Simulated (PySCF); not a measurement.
HFSi, charge +1, doublet, geometry from GFN2-xTB (a state made from the parent by changing its charge; the spin is typed, not shown lowest).

Input for PySCF:
```python
from pyscf import gto, scf, dft

mol = gto.M(
    atom='''
Si   -0.27091864   -0.35672587    0.33708443
H    -1.03666430   -1.36504615   -0.39612972
F     0.53661392    0.70657870   -0.48033915
''',
    basis='6-31g**',
    charge=1,
    spin=1,
    verbose=4,
)

mf = dft.UKS(mol)
mf.xc = 'b3lyp5'
mf.kernel()
```

### Question
What does this run give for the total energy, HOMO energy, <S^2>, Mulliken (on the basis functions themselves) charges in atom order, nuclear repulsion energy, number of basis functions?

### Answer

total energy: -389.4914 Eh
HOMO energy: -15.16 eV
<S^2>: 0.754
Mulliken (on the basis functions themselves) charges in atom order: Si1 1.17, H2 0.08, F3 -0.25
nuclear repulsion energy: 49.4835 Eh
number of basis functions: 37

These values belong to the state on which the SCF converged, which isn't shown to be the lowest.
